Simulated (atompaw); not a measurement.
**Varying the PAW (atompaw) potential for F**

Base potential:

- Element: fluorine (F)
- Generator: atompaw 4.2.0.5
- Type: PAW
- Functional: LDA (PW92)
- Relativity: scalar-relativistic
- Frozen core: [He]
- Valence charge: 7
- Reference configuration: 2s2 2p3 (charge +2)
- Partial waves: 2s (bound): rc 0.85 bohr; 2s channel at -4.1 Ry: rc 0.85 bohr; 2p (bound): rc 0.80 bohr; 2p channel at 0.05 Ry: rc 0.85 bohr
- Local potential: ultrasoft scheme with l = 2 at 0.5 Ry, radius 0.65 bohr
- Core correction: smooth core density matched at 0.65 bohr
- Augmentation charge: besselshape compensation charge, radius 0.75 bohr; PAW radius 0.85 bohr; waves and projectors: custom rrkj gramschmidtortho

Cutoffs, loose and tight: the cutoffs (Ry, on a coarse ladder) from which the occupation-weighted sum of valence levels, in a spherical-Bessel basis at the reference potential, stays within 10 and 1 mRy of its value at 400 Ry. They see the waves, projectors and local potential, not the compensation charge or the core. A dash means not determined.

A true bound ghost makes a file unfit for plane-wave use even where its test errors are small: the radial tests pick states by their node count and pass the ghost by.

```tsv
change	outcome	cutoff, loose	cutoff, tight	bound ghosts
base	generated	110 Ry	180 Ry	none
wave 2s (bound): rc 0.85 bohr becomes 2s (bound): rc 0.48 bohr	failed: atompaw: The overlap operator has at least one negative eigenvalue!	–	–	–
wave 2s (bound): rc 0.85 bohr becomes 2s (bound): rc 0.52 bohr	failed: atompaw: The overlap operator has at least one negative eigenvalue!	–	–	–
wave 2s (bound): rc 0.85 bohr becomes 2s (bound): rc 0.60 bohr	failed: atompaw: The overlap operator has at least one negative eigenvalue!	–	–	–
wave 2s (bound): rc 0.85 bohr becomes 2s (bound): rc 0.70 bohr	generated	110 Ry	180 Ry	none
wave 2s (bound): rc 0.85 bohr becomes 2s (bound): rc 0.76 bohr	generated	110 Ry	180 Ry	none
```

(1) What comes out with this change to the base: wave 2s (bound): rc 0.85 bohr becomes 2s (bound): rc 0.84 bohr?

(2) What comes out with this change to the base: wave 2s (bound): rc 0.85 bohr becomes 2s (bound): rc 0.66 bohr?

## Answers

(1) outcome: generated; cutoff, loose: 110 Ry; cutoff, tight: 180 Ry; bound ghosts: s.

(2) outcome: generated; cutoff, loose: 110 Ry; cutoff, tight: 200 Ry; bound ghosts: none.
